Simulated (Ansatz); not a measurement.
Species: HBr (charge +1, doublet). 
Structure (B3LYP-D3(BJ)/def2-TZVP (Ansatz, a program for electronic structure) minimum search):
```
Br
H 1 1.4597
```
Charge +1, spin multiplicity 2.

Basis-set convergence of Hartree-Fock and CCSD(T) correlation energies (hartree) with Ansatz. Cores are frozen in the correlated levels unless marked. Open shells are spin-unrestricted. Spin-orbit coupling is left out. Frozen are the shells of the preceding noble gas and the d and f shells that filled before the atom's block. No relativistic terms.

```tsv
basis	functions	E(HF)	E(corr, CCSD(T))
cc-pVDZ	32	-2572.57633	-0.12025
cc-pVTZ	57	-2572.65605	-0.16493
cc-pVQZ	98	-2572.65947	-0.17860
cc-pV5Z	159	-2572.65990	-0.18323
```

Extrapolating the two largest sets (X = 4 and 5) as X^-3: E(corr) = (125·(-0.18323) - 64·(-0.17860))/61 = -0.1881 Eh, an estimate of the basis-set limit. The largest set recovers 97.4 % of it, the smallest 63.9 %.
